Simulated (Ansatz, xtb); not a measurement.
## Isomers of BCl3H2Si in order of energy

3 gas-phase structures of BCl3H2Si, from a drawn sample of its isomers (lower ones may exist). Each was relaxed with GFN2-xTB; where two conformers were screened, the lower at r2SCAN-D4/def2-SVP is listed:

A. `B[Si](Cl)(Cl)Cl`, a singlet
B. `Cl[SiH2]B(Cl)Cl`, a singlet
C. `ClB[SiH](Cl)Cl`, a singlet

Q: Which do you expect lowest at r2SCAN-D4/def2-SVP, and how would the others follow?

A: Calculated order at r2SCAN-D4/def2-SVP: B (0.0), C (2.0), A (3.7) kcal/mol.

Energies above the lowest of each column, in kcal/mol; the last columns are at PBE0-D4/def2-SVP geometries:

| structure | GFN2-xTB | HF/STO-3G | r2SCAN-D4/def2-SVP | PBE0-D4/def2-SVP | CCSD(T)/def2-SVP + ΔMP2/def2-TZVPP |
| --- | --- | --- | --- | --- | --- |
| B | 7.0 | 3.6 | 0.0 | 0.0 | 1.0 |
| C | 0.0 | 1.5 | 2.0 | 2.4 | 0.0 |
| A | 1.9 | 0.0 | 3.7 | 5.0 | 0.7 |

CCSD(T)/def2-SVP + ΔMP2/def2-TZVPP has A and B and C within 1 kcal/mol of each other at the bottom, and every level picks one of them. CCSD(T)/def2-SVP + ΔMP2/def2-TZVPP orders those it was run on as C (0.0), A (0.7), B (1.0) kcal/mol. Less than 1 kcal/mol parts C and A; A and B, so the order within those pairs means little. Flexible structures stand in one conformer each, not always the lowest. The ΔMP2 step shifts differences by up to 7.7 kcal/mol, which makes them less sure. ΔMP2 is the change of the MP2 energy from the smaller to the larger basis.

Programs: Ansatz 0.2.0, xtb 6.7.1.
